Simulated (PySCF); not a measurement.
**`CC(C)=C(Cl)C(=O)Cl`, C5H6Cl2O**

Geometry (Å), atoms numbered from 1 in this order:
```xyz
14

C    -1.2678    1.2911   -0.2064
C    -0.3058    0.1667   -0.0330
C    -0.8957   -1.1662    0.2746
C     1.0305    0.3601   -0.1324
Cl    1.6634    1.9426   -0.4478
C     1.9968   -0.7157    0.0257
O     1.7563   -1.8758    0.1785
Cl    3.6840   -0.1898   -0.0110
H    -1.4850    1.7302    0.7682
H    -2.2032    0.9294   -0.6264
H    -0.8593    2.0730   -0.8401
H    -0.7998   -1.8252   -0.5882
H    -0.3672   -1.6545    1.0903
H    -1.9480   -1.0665    0.5259
```

Theory: GIAO BHandHLYP/pcSseg-1 magnetisability, rotational g tensor and spin-rotation constants, non-relativistic, gas phase in PySCF. Geometry: GFN2-xTB.

(1) Give the nuclear spin-rotation constants along the inertial axes (H = +C I·J) beside the isotropic shieldings.

(2) How do the rotational constants and the g tensor change when H9, H10, H11, H12, H13, H14 are replaced by deuterium?

Results:

(1) Rotational constants 2.0243, 1.1733, 0.7505 GHz. A star marks the isotopologue with that one atom substituted, in its own axes.
| atom | isotope | Caa (kHz) | Cbb (kHz) | Ccc (kHz) | mean (kHz) | σ (ppm) |
| --- | --- | --- | --- | --- | --- | --- |
| Cl5 | 35Cl | 0.624 | 0.160 | 0.220 | 0.335 | 731.5 |
| Cl8 | 35Cl | 0.382 | 0.642 | 0.312 | 0.446 | 500.0 |
| H9 | 1H | -0.199 | -0.124 | 0.009 | -0.105 | 29.5 |
| H10 | 1H | -0.019 | -0.116 | -0.067 | -0.067 | 29.9 |
| H11 | 1H | -0.196 | 0.005 | -0.065 | -0.085 | 29.0 |
| H12 | 1H | -0.214 | -0.089 | -0.003 | -0.102 | 29.3 |
| H13 | 1H | -0.134 | -0.072 | -0.037 | -0.081 | 29.0 |
| H14 | 1H | 0.048 | -0.128 | -0.083 | -0.054 | 30.0 |
| C1 | 13C* | 0.319 | 0.171 | 0.131 | 0.207 | 156.5 |
| C2 | 13C* | 0.970 | 0.642 | 0.099 | 0.570 | 7.7 |
| C3 | 13C* | 0.345 | 0.166 | 0.116 | 0.209 | 159.0 |
| C4 | 13C* | 0.508 | 0.553 | 0.168 | 0.410 | 54.3 |
| C6 | 13C* | 1.109 | 0.362 | 0.220 | 0.564 | 8.0 |
| O7 | 17O* | -1.196 | -1.060 | -0.077 | -0.777 | -252.9 |

For the geometry as given, no vibrational averaging.

(2) Constants 1.8734, 1.0585, 0.6885 GHz; g -0.0277, -0.0131, -0.0048, against -0.0299, -0.0142, -0.0050 before.
